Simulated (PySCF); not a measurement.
## Pb₂⁺ at PW91

Computed with PW91; basis Pb def2-SVP with ECP60; scalar-relativistic core potentials; PySCF 2.14.

```
state                          : ⁴Σg⁻ (quartet), unpaired electrons σ ↑, π ↑↑
bond length                    : 2.984 Å
harmonic wavenumber            : 111 cm⁻¹
force constant                 : 0.750 mdyn/Å
rotational constant Be         : 0.01821 cm⁻¹
anharmonicity ωexe             : 0.213 cm⁻¹
vibration–rotation constant αe : 4.7e-05 cm⁻¹
well depth De to Pb⁺ + Pb      : 2.82 eV
dissociation energy D0         : 2.81 eV
bond order (Mayer)             : 1.60
```

These are scalar-relativistic numbers at best; spin–orbit coupling would shift them, the dissociation energy most. The state is the lowest determinant that a PBE0 search found; another state may lie lower at other levels.
